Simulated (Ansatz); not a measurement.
Born–Oppenheimer molecular dynamics of CH₃OSe (6 atoms, charge 1, multiplicity 1). It goes on from the last frame of an earlier run, with new velocities.

The calculation used Ansatz 0.2.0, UHF/def2-SVP.

- ensemble: NVT, Langevin thermostat
- time step: 0.5 fs
- steps asked: 150
- set temperature: 1500 K
- friction: 1 /fs
- seed: 668195

First frame:

```xyz
6
Properties=species:S:1:pos:R:3
O -0.294 0.403 -0.869
C 0.137 0.251 0.554
Se 1.737 0.440 1.183
H -1.078 -0.023 -1.128
H 0.434 0.299 -1.524
H -0.722 -0.005 1.109
```

(1) How far do the bonds stretch over the last three quarters of this one trajectory? (Pairs bonded in most of those frames.)

Answers

(1) 
```tsv
bond	mean (Å)	spread (Å)	shortest	longest
O1–C2	1.494	0.072	1.38	1.62
O1–H4	0.971	0.054	0.87	1.11
O1–H5	0.982	0.034	0.92	1.05
C2–Se3	1.675	0.019	1.63	1.71
C2–H6	1.096	0.059	0.94	1.21
```

Mean temperature of the second half: 1567 K. A run of 0.075 ps of so small a system gives no equilibrium averages. The friction is so strong that the motion is overdamped, so the time scale means little. Limits of this set-up: the dipole of an ion depends on the origin.

Run time: 12 min on 1 CPU thread of a shared host.
